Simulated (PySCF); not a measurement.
# A series of derivatives of C=C1C[SiH2]1

Parent skeleton `[CH2:1]=[C:2]1[CH2:3][SiH2:4]1`; one hydrogen on atom 3 is replaced by X. Hydrogens on one atom are averaged.

- coordinates at the GFN2-xTB level
- σ from GIAO-PBE0/pcSseg-1
- run in PySCF 2.14.0 with density-fitted response routines
- isolated molecule, non-relativistic, one computed conformer

Chemical shifts δ = σref − σ; 13C (σref 186.93), 29Si (σref 349.16), 1H (σref 31.72) against TMS, all at this level.

Parent (X = H): C1 133.3, C2 144.7, C3 2.4, Si4 -145.0, H(C1) 6.71, H(C3) 1.20, H(Si4) 3.21 ppm. Effects are Δδ = δ(X) − δ(H), positive for deshielding.

Known members:
```tsv
X	C1	C2	C3	Si4	H(C1)	H(C3)	H(Si4)
cPent	-1.4	+7.1	+22.2	+2.9	-0.07	+0.00	-0.10
CCl3	+5.8	+1.3	+39.5	+14.7	+0.38	+1.53	+0.38
OCF3	+9.5	-3.5	+55.8	+15.1	+0.40	+3.43	+0.45
```

Four more derivatives gave (Δδ, ppm):
```json
{"compound": "1", "C1": "+3.5", "C2": "+4.9", "C3": "+51.7", "Si4": "+10.2", "H(C1)": "+0.10", "H(C3)": "+3.08", "H(Si4)": "+0.19"}
{"compound": "2", "C1": "+1.6", "C2": "+3.1", "C3": "+30.0", "Si4": "+10.8", "H(C1)": "+0.07", "H(C3)": "+3.38", "H(Si4)": "+0.21"}
{"compound": "3", "C1": "+7.4", "C2": "-5.6", "C3": "+38.4", "Si4": "+13.3", "H(C1)": "+0.30", "H(C3)": "+2.12", "H(Si4)": "+0.65"}
{"compound": "4", "C1": "+4.8", "C2": "+7.4", "C3": "+23.5", "Si4": "+12.7", "H(C1)": "+0.26", "H(C3)": "+1.59", "H(Si4)": "+0.09"}
```

Question: Their substituents are NHCOCH3, OSiMe3, Ph, SO3H. Which is which?

Answer: 1: X = OSiMe3 (C=C1[SiH2][C@H]1O[Si](C)(C)C); 2: X = NHCOCH3 (C=C1[SiH2][C@@H]1NC(C)=O); 3: X = SO3H (C=C1[SiH2][C@@H]1S(=O)(=O)O); 4: X = Ph (C=C1[SiH2][C@H]1c1ccccc1).
